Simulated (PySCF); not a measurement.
C4H8Si. Atoms are numbered in the order given.

```xyz
13

C      0.2509     2.9610     0.0000
C     -0.2635     1.8631     0.0000
C     -0.8222     0.5206     0.0000
Si     0.5309    -0.8273     0.0000
C     -0.2721    -2.5323     0.0000
H      0.6958     3.9375     0.0000
H     -1.4652     0.3671    -0.8852
H     -1.4652     0.3671     0.8852
H      1.3800    -0.6480     1.2129
H      1.3800    -0.6480    -1.2129
H     -0.9043    -2.6708     0.8920
H      0.4913    -3.3267     0.0000
H     -0.9043    -2.6708    -0.8920
```

Geometry optimised at B3LYP-D3(BJ)/def2-SVP. One conformer was computed; it need not be the lowest.

Calculation: B3LYP/def2-TZVP (PySCF).

ESP charges are fitted to the potential on shells at 1.4 to 2.0 van der Waals radii. Atomic charges (e):

```
atom  Löwdin    IAO  ESP fit
----  ------  -----  -------
C1     -0.12  -0.27    -0.58
C2     -0.14  -0.02     0.16
C3     -0.36  -0.55    -0.42
Si4     0.33   0.85     0.69
C5     -0.46  -0.72    -0.76
H6      0.13   0.20     0.34
H7      0.16   0.17     0.16
H8      0.16   0.17     0.16
H9     -0.03  -0.14    -0.15
H10    -0.03  -0.14    -0.15
H11     0.13   0.15     0.18
H12     0.13   0.16     0.19
H13     0.13   0.15     0.18
```

Question: Give the Mayer and Wiberg (Löwdin basis) orders of the bonds. (The exact figures need the calculation; the answer reports its results.)

Answer: 
| bond | Mayer | Wiberg |
|---|---|---|
| C1–C2 | 2.91 | 2.95 |
| C2–C3 | 1.09 | 1.36 |
| C3–Si4 | 0.94 | 1.06 |
| Si4–C5 | 0.97 | 1.22 |
| C1–H6 | 0.94 | 0.92 |
| C3–H7 | 0.94 | 0.82 |
| C3–H8 | 0.94 | 0.82 |
| Si4–H9 | 0.96 | 0.92 |
| Si4–H10 | 0.96 | 0.92 |
| C5–H11 | 0.95 | 0.91 |
| C5–H12 | 0.95 | 0.91 |
| C5–H13 | 0.95 | 0.91 |
